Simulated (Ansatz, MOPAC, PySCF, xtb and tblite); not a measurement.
Internal rotation in SMILES C1C(CCCC1)C=C. Scanned: dihedral C1–C2–C3–C4; all other coordinates were relaxed at B3LYP-D3(BJ)/def2-SVP. Heavy atoms are numbered in the order of the SMILES C=CC1CCCCC1, hydrogens after them in the order of the atoms that carry them; the mirror image has the same energies with the sign of each dihedral reversed.

Levels of theory: RKS-B3LYP/6-31G* = restricted B3LYP/6-31G*, spherical d, density fitting // B3LYP-D3(BJ)/def2-SVP (PySCF); AM1, restricted, heats of formation // B3LYP-D3(BJ)/def2-SVP (MOPAC); GFN2-xTB, on its own relaxed geometries (the stored frames are those of B3LYP-D3(BJ)/def2-SVP) (xtb and tblite); CCSD(T)/cc-pVDZ = CCSD(T) on RHF/cc-pVDZ, frozen core // B3LYP-D3(BJ)/def2-SVP run with Ansatz (a first-principles code).

Energies relative to the lowest point of each profile, in eV; the last columns give the difference from CCSD(T):

```
φ / °  RKS-B3LYP/6-31G*    AM1  GFN2-xTB  CCSD(T)/cc-pVDZ  RKS-B3LYP/6-31G* − CCSD(T)/cc-pVDZ  AM1 − CCSD(T)/cc-pVDZ  GFN2-xTB − CCSD(T)/cc-pVDZ
-----  ----------------  -----  --------  ---------------  ----------------------------------  ---------------------  --------------------------
-165              0.073  0.023     0.040            0.067                               0.006                 -0.043                      -0.027
-135              0.005  0.000     0.001            0.004                               0.001                 -0.004                      -0.003
-105              0.000  0.000     0.000            0.000                               0.000                  0.000                       0.000
-75               0.064  0.025     0.037            0.059                               0.005                 -0.034                      -0.022
-45               0.095  0.036     0.073            0.090                               0.005                 -0.054                      -0.017
-15               0.041  0.026     0.050            0.036                               0.005                 -0.010                       0.014
15                0.033  0.038     0.043            0.026                               0.008                  0.013                       0.017
45                0.090  0.068     0.069            0.076                               0.014                 -0.008                      -0.007
75                0.098  0.066     0.070            0.081                               0.017                 -0.015                      -0.011
105               0.042  0.042     0.046            0.032                               0.010                  0.010                       0.013
135               0.033  0.028     0.046            0.028                               0.005                 -0.001                       0.018
165               0.090  0.040     0.074            0.086                               0.004                 -0.046                      -0.013
```

RKS-B3LYP/6-31G* is furthest from CCSD(T)/cc-pVDZ at 75 (0.017 eV, above); its mean absolute difference over the points is 0.006 eV.

AM1 is furthest from CCSD(T)/cc-pVDZ at -45 (-0.054 eV, below); its mean absolute difference over the points is 0.020 eV.

GFN2-xTB is furthest from CCSD(T)/cc-pVDZ at -165 (-0.027 eV, below); its mean absolute difference over the points is 0.014 eV.
